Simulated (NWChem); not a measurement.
A series in which one site is exchanged, each optimised at PBE0/def2-SVP with NWChem, gas phase unless a solvent is named. For some, no frequency run checked for a minimum. def2 effective core potentials on Cd, Te; no spin-orbit coupling.

A: [CH3][Mg][Cl] (CH3ClMg; site = Mg)
B: [CH3][Zn][Cl] (CH₃ClZn; site = Zn)
C: C[Te]Cl (CH3ClTe; site = Te)
D: [CH3][Cd][Cl] (CH3CdCl; site = Cd)

```json
[
 {"quantity": "dipole (D), PBE0/def2-SVP", "A": "2.14", "B": "2.49", "C": "[?]", "D": "2.95"},
 {"quantity": "orbital gap (eV), PBE0/def2-SVP", "A": "6.62", "B": "7.95", "C": "[?]", "D": "7.44"},
 {"quantity": "static polarisability, B3LYP/def2-SVPD (bohr³)", "A": "54.2", "B": "52.2", "C": "[?]", "D": "60.2"},
 {"quantity": "lowest singlet excitation, B3LYP/def2-SVPD, TDA (eV)", "A": "5.74", "B": "6.47", "C": "[?]", "D": "5.85"}
]
```

**Question.** Complete the blanks.

**Answer.** 
- dipole (D), PBE0/def2-SVP, C: 2.63
- orbital gap (eV), PBE0/def2-SVP, C: 3.88
- static polarisability, B3LYP/def2-SVPD (bohr³), C: 69.9
- lowest singlet excitation, B3LYP/def2-SVPD, TDA (eV), C: 2.27
